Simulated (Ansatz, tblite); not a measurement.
Species of one formula, FeSn19H28 (singlet), each relaxed with PBE-D4/def2-SVP, loosely relaxed in Ansatz.

In the def2 sets Sn takes a core potential; there is no spin–orbit coupling. The xTB rows come from tblite. Single mean-field runs in def2-SVP, def2-TZVP are fitted with def2-universal-jkfit.

Run but left out: HF/def2-SVP, MP2/def2-SVP (A: restricted singlet, unstable towards broken spin symmetry).

A: The geometry of the charge 0 singlet is only loosely relaxed. The restricted singlet is unstable towards broken spin symmetry in Hartree–Fock (as tested in another run); at PBE-D4/def2-SVP, PBE-D4/def2-TZVP, r2SCAN-D4/def2-SVP, B97M-V/def2-SVP and others this wasn't settled. B: The restricted singlet is unstable towards broken spin symmetry in Hartree–Fock (as tested in another run); at PBE-D4/def2-SVP, PBE-D4/def2-TZVP, r2SCAN-D4/def2-SVP, B97M-V/def2-SVP and others this wasn't settled.

Other spin states weren't relaxed.

A:

```tsv
atom	x (Å)	y (Å)	z (Å)
Fe1	-0.199	0.237	0.976
Sn2	-1.346	2.586	-3.412
Sn3	1.845	1.839	5.640
Sn4	1.346	-0.853	-4.952
Sn5	1.946	1.422	0.988
Sn6	-3.185	-1.444	-4.411
Sn7	-1.479	1.551	2.753
Sn8	-0.202	-1.855	-0.591
Sn9	0.677	-2.416	3.987
Sn10	1.114	1.944	-4.659
Sn11	-3.687	1.327	-4.375
Sn12	-1.021	-1.754	-6.190
Sn13	3.104	2.714	3.258
Sn14	-0.768	2.783	5.223
Sn15	-0.994	1.347	-0.872
Sn16	1.528	-0.909	6.217
Sn17	1.912	-2.082	-2.469
Sn18	2.367	-1.382	1.970
Sn19	-2.624	-2.586	-1.885
Sn20	-1.505	-1.380	2.523
H21	-1.538	4.281	-3.047
H22	2.574	2.567	7.049
H23	2.668	-1.053	-6.075
H24	3.154	1.599	-0.273
H25	-4.607	-2.170	-5.115
H26	-3.139	2.025	2.425
H27	-0.009	-3.348	0.354
H28	0.816	-4.134	4.253
H29	1.147	2.806	-6.170
H30	2.345	2.637	-3.645
H31	-4.015	1.961	-5.959
H32	-4.986	1.821	-3.334
H33	-1.303	-0.866	-7.658
H34	-0.841	-3.425	-6.629
H35	2.845	4.438	3.273
H36	4.825	2.481	3.346
H37	-0.793	4.502	4.957
H38	-1.932	2.435	6.464
H39	3.033	-1.601	6.750
H40	0.409	-1.047	7.541
H41	3.327	-1.249	-1.890
H42	2.407	-3.708	-2.851
H43	3.864	-0.790	2.665
H44	2.844	-2.447	0.680
H45	-3.984	-2.172	-0.874
H46	-2.765	-4.299	-2.187
H47	-2.166	-0.088	3.849
H48	-3.008	-2.247	2.381
```

B:

```xyz
48

Fe    0.9955    0.2519    0.7570
Sn    0.4613    4.6177    2.1787
Sn   -3.5119    0.8362   -3.2034
Sn    4.4793    3.4968    2.0680
Sn   -0.1509   -1.8911   -5.4151
Sn    2.5582    1.4986    5.2177
Sn   -0.4058    0.7239    2.7959
Sn    3.1960   -1.0081    0.6331
Sn    0.3529    0.3627   -1.4729
Sn   -3.1480   -1.9145    0.6307
Sn    0.3992   -3.8888   -1.3709
Sn   -3.8525   -3.6292   -3.6724
Sn    2.5565    4.0706    4.0399
Sn   -0.8340    0.4921   -4.0573
Sn   -0.8236    2.6587    0.2729
Sn   -4.3626   -1.5109   -1.8910
Sn    2.3754    2.2966    0.5420
Sn   -1.0653   -4.0066   -3.7919
Sn    2.3266   -0.5451    3.2492
Sn   -0.3022   -2.0100    0.6713
H     0.9644    6.0527    1.3177
H    -0.9771    5.0766    3.0509
H    -4.4616    1.2242   -4.6071
H    -3.4941    2.2391   -2.1752
H     5.2484    4.7700    1.1740
H     5.6892    2.3361    2.5187
H    -0.9121   -1.7607   -6.9719
H     1.5666   -1.8261   -5.6657
H     1.2882    1.2966    6.3881
H     4.0649    1.3090    6.0756
H    -0.2657    2.0803    3.9030
H    -1.7127   -0.2391    3.4296
H     4.7972   -0.3460    0.4314
H     3.3543   -2.7258    0.3676
H    -3.7605   -0.5871    1.5783
H    -3.9388   -3.3427    1.2408
H     1.9981   -3.5257   -1.9765
H     0.4719   -5.5386   -0.8192
H    -4.4575   -3.2807   -5.2650
H    -4.6348   -5.0800   -3.1269
H     2.9197    5.3287    5.1952
H    -0.1052    1.9546   -4.6671
H    -1.7896    2.0053    1.7200
H    -6.0890   -1.3123   -1.7310
H     2.2990    3.3129   -0.9139
H    -0.6973   -5.4603   -4.6834
H     1.3773   -1.8392    3.9558
H     0.0126   -3.0234    2.0744
```

Problem. Estimate which lies lowest at each level, and how far above it the others are (kcal/mol).

Solution. 
```csv
level,A,B
GFN1-xTB,16.1,0.0
GFN2-xTB,65.8,0.0
PBE-D4/def2-SVP,3.2,0.0
PBE-D4/def2-TZVP,4.7,0.0
r2SCAN-D4/def2-SVP,0.0,0.5
B97M-V/def2-SVP,0.0,1.0
PBE0-D4/def2-SVP,0.0,4.2
PBE0-D4/def2-TZVP,0.0,2.0
```
Point groups (tolerance 0.1 Å): A not assigned, B not assigned. From def2-SVP to def2-TZVP the PBE0 values move by up to 2.2 kcal/mol, so results in the small set are rough.
